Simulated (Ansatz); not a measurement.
C3H6FIn, SMILES `C=[CH][In]([CH3])[F]`. Charge 0, multiplicity 1. In: def2 effective core potential.

```xyz
11

C    -2.174   -1.049   -0.846
C    -0.909   -0.764   -1.144
In    0.276    0.210    0.309
C     2.183    1.023    0.782
F    -0.946    0.446    1.851
H    -2.606   -0.795    0.118
H    -2.832   -1.550   -1.554
H    -0.519   -1.037   -2.122
H     2.293    2.000    0.309
H     2.987    0.375    0.432
H     2.246    1.141    1.863
```

(1) List the harmonic frequencies (cm⁻¹, unscaled) at PBE0-D4/def2-TZVP in Ansatz. (An estimate is asked.)

Results:

(1) The calculation gave: 28i, 71, 84, 134, 154, 274, 453, 498, 545, 556, 709, 736, 1002, 1018, 1051, 1197, 1270, 1431, 1448, 1450, 1645, 3068, 3116, 3157, 3159, 3176, 3208.
